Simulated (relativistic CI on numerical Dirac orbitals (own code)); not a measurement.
# Radial parameters of Nd+

Computed by Dirac-Coulomb-Breit CI, separate exchange-only KLI orbitals for each configuration, QED by a radiative potential, valence Slater integrals scaled by 0.85, P86 correlation energy added to each configuration (own radial code, finite nucleus).

Slater integrals F^k, G^k are unscaled and averaged over j, outside the closed core [Xe]; ζ comes from projecting the Hamiltonian with its Breit term on Σ l·s of the shell.

- 4f4 6s: F^2(4f,4f) = 85604, F^4(4f,4f) = 52945, F^6(4f,4f) = 37882, ζ(4f) = 783.44, G^3(4f,6s) = 2977.4 cm⁻¹; <r>(4f) = 1.11, <r^2>(4f) = 1.723, <r>(6s) = 4.132, <r^2>(6s) = 19.2 (bohr units).
- 4f4 5d: F^2(4f,4f) = 84256, F^4(4f,4f) = 52056, F^6(4f,4f) = 37233, ζ(4f) = 787.32, F^2(4f,5d) = 22422, F^4(4f,5d) = 11375, G^1(4f,5d) = 14485, G^3(4f,5d) = 10198, G^5(4f,5d) = 7420.7, ζ(5d) = 251.06 cm⁻¹; <r>(4f) = 1.129, <r^2>(4f) = 1.807, <r>(5d) = 2.96, <r^2>(5d) = 10.44 (bohr units).
- 4f4 6p: F^2(4f,4f) = 86333, F^4(4f,4f) = 53420, F^6(4f,4f) = 38227, ζ(4f) = 775.71, F^2(4f,6p) = 6209.4, G^2(4f,6p) = 1698.4, G^4(4f,6p) = 1496.6, ζ(6p) = 1125.6 cm⁻¹; <r>(4f) = 1.098, <r^2>(4f) = 1.66, <r>(6p) = 5.263, <r^2>(6p) = 31.03 (bohr units).

In this model ζ of a weakly bound d, f or g electron outside closed shells comes out too small, for d by up to a factor of two or three and at times with the wrong sign; that of an outer p electron is too small as well.

Correlation outside the listed configurations is missing or only estimated: errors of thousands of cm⁻¹ between configurations and terms are usual at this charge. Rates and lifetimes follow the computed energies and can be off by large factors. The fine structure of a lone outer electron comes out too small, for d and f at times inverted, and misplaced configurations move strength between like terms. 38 of the 44 excited levels that our extract of the measured tables holds in this range could be paired (the sources list more); they are missed by 1574 cm⁻¹ on average and 3352 at most, and levels without a partner can miss by more. Some levels of the ground configuration have no partner and can miss by 10 % or more. The computed lowest level isn't the tabulated ground level, which NIST ASD gives as 4f4 (5I) 6s 6I7/2.

Averages of the first 8 configurations, taken without configuration mixing, which lowers the lowest level and can move excited configurations by several eV; other configurations of the list can lie among them:

```csv
Configuration,Parity,States,Average energy above the lowest level (eV)
4f4 6s,even,2002,4.4
4f4 5d,even,10010,5.3
4f4 6p,odd,6006,7.1
4f3 6s 5d,odd,7280,4.1
4f3 6s2,odd,364,5.0
4f2 6s2 5d,even,910,11.0
4f4 7s,even,2002,9.7
4f3 7s2,odd,364,19.4
```
